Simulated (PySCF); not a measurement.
## CsS: energy against distance

Set-up: Cs x2c-TZVPall, S x2c-TZVPall; spin-free X2C with a Gaussian nucleus (PySCF 2.14). Energies in eV from Cs + S in their ground configurations at the same level. State: ²Π (doublet), unpaired electrons π ↑.

All columns are PBE0. A positive dipole means Cs(−)S(+).

```json
{"R (Å)": "2.623", "E (eV)": "-2.276", "μ (D)": "-7.56", "Mulliken charge on Cs (basis-dependent)": "0.59", "HOMO (eV)": "-4.80", "LUMO (eV)": "-2.54", "Mayer bond order": "0.77", "⟨S²⟩": "0.75"}
{"R (Å)": "2.745", "E (eV)": "-2.578", "μ (D)": "-8.32", "Mulliken charge on Cs (basis-dependent)": "0.61", "HOMO (eV)": "-4.81", "LUMO (eV)": "-2.32", "Mayer bond order": "0.73", "⟨S²⟩": "0.75"}
{"R (Å)": "2.867", "E (eV)": "-2.742", "μ (D)": "-9.04", "Mulliken charge on Cs (basis-dependent)": "0.63", "HOMO (eV)": "-4.77", "LUMO (eV)": "-2.12", "Mayer bond order": "0.70", "⟨S²⟩": "0.75"}
{"R (Å)": "2.958", "E (eV)": "-2.799", "μ (D)": "-9.56", "Mulliken charge on Cs (basis-dependent)": "0.63", "HOMO (eV)": "-4.66", "LUMO (eV)": "-1.99", "Mayer bond order": "0.68", "⟨S²⟩": "0.75"}
{"R (Å)": "3.050", "E (eV)": "-2.815", "μ (D)": "-10.06", "Mulliken charge on Cs (basis-dependent)": "0.64", "HOMO (eV)": "-4.54", "LUMO (eV)": "-1.87", "Mayer bond order": "0.67", "⟨S²⟩": "0.76"}
{"R (Å)": "3.142", "E (eV)": "-2.799", "μ (D)": "-10.55", "Mulliken charge on Cs (basis-dependent)": "0.64", "HOMO (eV)": "-4.42", "LUMO (eV)": "-1.75", "Mayer bond order": "0.67", "⟨S²⟩": "0.76"}
{"R (Å)": "3.264", "E (eV)": "-2.742", "μ (D)": "-11.18", "Mulliken charge on Cs (basis-dependent)": "0.64", "HOMO (eV)": "-4.28", "LUMO (eV)": "-1.62", "Mayer bond order": "0.66", "⟨S²⟩": "0.76"}
{"R (Å)": "3.416", "E (eV)": "-2.634", "μ (D)": "-11.94", "Mulliken charge on Cs (basis-dependent)": "0.64", "HOMO (eV)": "-4.12", "LUMO (eV)": "-1.46", "Mayer bond order": "0.65", "⟨S²⟩": "0.76"}
{"R (Å)": "3.599", "E (eV)": "-2.473", "μ (D)": "-12.81", "Mulliken charge on Cs (basis-dependent)": "0.65", "HOMO (eV)": "-3.95", "LUMO (eV)": "-1.48", "Mayer bond order": "0.65", "⟨S²⟩": "0.76"}
{"R (Å)": "3.843", "E (eV)": "-2.236", "μ (D)": "-13.92", "Mulliken charge on Cs (basis-dependent)": "0.65", "HOMO (eV)": "-3.75", "LUMO (eV)": "-1.62", "Mayer bond order": "0.63", "⟨S²⟩": "0.76"}
```

A fit through these points gives, at Re = 3.045 Å, μ = -10.04 D and dμ/dR = -5.40 D/Å; the reduced mass is 25.77 u.

Question: How strong is the fundamental in the double-harmonic approximation, I = 42.26·(dμ/dR)²/μred km/mol?

Answer: I = 42.26·(-5.40)²/25.77 = 47.8 km/mol at PBE0.

These are scalar-relativistic numbers at best; spin–orbit coupling would shift them, the dissociation energy most. The state was picked by a PBE0 search and need not be the measured ground state.
